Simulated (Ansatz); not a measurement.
A CCSD(T) single point on `[F][Hf]([F])([Br])[Br]`.

```yaml
crystal:
  periodic: [false, false, false]
  atoms:
    - {symbol: F, position_ang: [0.182635, -0.618093, 1.844329]}
    - {symbol: Hf, position_ang: [0.084089, -0.097204, 0.037258]}
    - {symbol: F, position_ang: [1.352738, -1.098487, -0.929437]}
    - {symbol: Br, position_ang: [-2.190997, -0.581703, -0.838561]}
    - {symbol: Br, position_ang: [0.621536, 2.321887, -0.154989]}
basis:
  gaussian: {orbitals: def2-SVP}
correlation: {method: ccsd_t}
```

```sh
$ ansatz run in.yaml --threads 4 --pin off --events-out ev --progress --plain --max-ram 10444MiB
```

Output of Ansatz, abridged:

```
Functional definition: HF
1182 factors; integrals over basis functions are off by at most 6.1e-4 eV
mean field evaluation 1: about -146684.7559 eV, gradient 4.5e1 eV
mean field evaluation 2: about -146684.8787 eV, gradient 4.6e1 eV
mean field evaluation 4: about -146689.1791 eV, gradient 1.6e0 eV
mean field evaluation 8: about -146689.2169 eV, gradient 1.7e-1 eV
mean field -146689.21700365 eV, -5390.7292953617 hartree, gradient 2.8e-6 eV, S^2 0.000000; 0 other end points of the search recorded, 0 dependent functions left out
20 core orbitals not correlated: weight in the atoms' cores, before any rotation towards them, 1.000 or more for the frozen orbitals, at most 0.000 for the correlated occupied ones
reference -146689.21700365 eV, -5390.7292953617 hartree; 30, 30 occupied and 74, 74 virtual orbitals, 1182 factors
second order -28.60354433 eV of doubles, -0.00000000 eV of singles
cycle   1  -27.71213061 eV  change    8.9e-1 eV  update   1.6e-1
cycle   2  -28.35165730 eV  change   -6.4e-1 eV  update   6.2e-2
cycle   3  -28.51107714 eV  change   -1.6e-1 eV  update   2.6e-2
cycle   4  -28.49689117 eV  change    1.4e-2 eV  update   6.6e-3
cycle   5  -28.48641143 eV  change    1.0e-2 eV  update   2.1e-3
cycle   6  -28.48716843 eV  change   -7.6e-4 eV  update   6.8e-4
cycle   7  -28.48722411 eV  change   -5.6e-5 eV  update   2.3e-4
cycle   8  -28.48704503 eV  change    1.8e-4 eV  update   7.6e-5
cycle   9  -28.48709890 eV  change   -5.4e-5 eV  update   2.4e-5
perturbative correction -0.71090996 eV, -0.0261254590 hartree
Total energy: -146718.41501250 eV, -5391.8023023959 hartree
```

Run time 9.5 s (4 threads of an Arm Neoverse V1 on a shared host); peak host memory 0.6 GiB.

MP2 recovers 98.0 % of the CCSD(T) correlation energy and the triples give 2.4 %; T1 = 0.0134.
